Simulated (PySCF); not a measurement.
## Computed vibrations of Tl(OH)3(NH3)

Tl(OH)3(NH3) (singlet). PySCF 2.14.0, RKS PBE0, Tl def2-SVP with ECP60, O def2-SVP, H def2-SVP, N def2-SVP; non-relativistic Hamiltonian with scalar-relativistic core potentials where named; density fitting; no spin-orbit coupling. Central differences of gradients.

```xyz
11

Tl    0.0672   -0.0883    0.0616
O     0.4279    1.6796    1.1558
H     1.3814    1.7715    1.2771
O    -1.4713   -1.3500    0.7211
H    -1.6473   -1.0967    1.6366
O     1.4922   -0.7169   -1.3339
H     1.3491   -1.6630   -1.4663
N    -1.2660    1.4388   -1.3120
H    -1.0481    2.3002   -0.8079
H    -0.9706    1.5355   -2.2816
H    -2.2710    1.2773   -1.2842
```

Run from Python with OMP_NUM_THREADS=2. Where DIIS fails, smearing, a level shift and second-order steps follow.
It took 4.6 min on 2 threads of Arm Neoverse V1, on a shared host.

Problem. What are the harmonic wavenumbers and infrared intensities?

Solution. Negative numbers are unstable modes, those under 60 cm⁻¹ near the noise; a finer grid moves soft modes by up to 10 cm⁻¹.
```
cm⁻¹  km/mol  symmetry
  27     2.7          
  49     0.6          
  83    23.1          
  86    15.2          
 133    41.9          
 170     5.3          
 190    25.1          
 199   107.9          
 208    47.8          
 288    61.5          
 488    29.8          
 517    22.4          
 524    33.0          
 539    81.5          
 541    95.5          
 850    51.7          
 880    43.3          
 891   100.0          
1073   177.0          
1610    25.4          
1633    19.9          
3498    16.2          
3638    53.9          
3664    42.7          
3864    51.7          
3866    41.6          
3872    38.0
```

Problem. Is this a minimum?

Solution. Yes, within the noise of the softest modes. Ideal gas at 298.15 K and 1 bar: S = 442.3 J/(mol K), Cp = 145.9 J/(mol K), H − H(0 K) = 30.7 kJ/mol (rigid rotor, harmonic modes, spin degeneracy alone; the modes under 60 cm⁻¹ make these uncertain).
